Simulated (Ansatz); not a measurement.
Calculated with Ansatz (gas phase, PBE0-D4/def2-TZVP geometries, no zero-point term in ΔE). CCSD(T)/CBS is the MP2 limit (def2-TZVPP, def2-QZVPP) plus CCSD(T) − MP2 in def2-TZVPP, frozen cores. Functionals use def2-TZVPP. B3LYP here is the variant with VWN-RPA as its local correlation; programs differ in this. def2 core potentials past Kr. For In outer-core shells are correlated without core-valence functions, which leaves a few kJ/mol of doubt a bond. One conformer a species, not always the lowest.

Consider the ligand exchange at the Si–S bond: `[CH3][InH][S][SiH3]` + `OC(S)S` → `OC(S)S[SiH3]` + `[CH3][InH][SH]`.

```tsv
level	ΔE (kJ/mol)	difference from CCSD(T)/CBS
PBE-D4	1.6	-4.1
r2SCAN-D4	2.4	-3.3
PBE0-D4	3.3	-2.4
B3LYP-D4	1.3	-4.4
ωB97X-V	3.0	-2.7
PBE	2.1	-3.6
r2SCAN	2.8	-2.9
PBE0	3.9	-1.8
B3LYP	2.0	-3.7
MP2/def2-TZVPP	4.5	-1.2
SCS-MP2/def2-TZVPP	4.4	-1.3
HF/def2-QZVPP	5.4	-0.3
MP2/def2-QZVPP	5.8	0.1
SCS-MP2/def2-QZVPP	5.7	0.0
MP2/CBS(def2)	6.6	0.9
CCSD/CBS(def2)	6.0	0.3
CCSD(T)/CBS	5.7	0
```

Largest T1 diagnostic among the species: 0.013.

CCSD(T)/CBS has its own doubt, a few kJ/mol and more with outer-core shells, so smaller differences from it don't rank the levels.
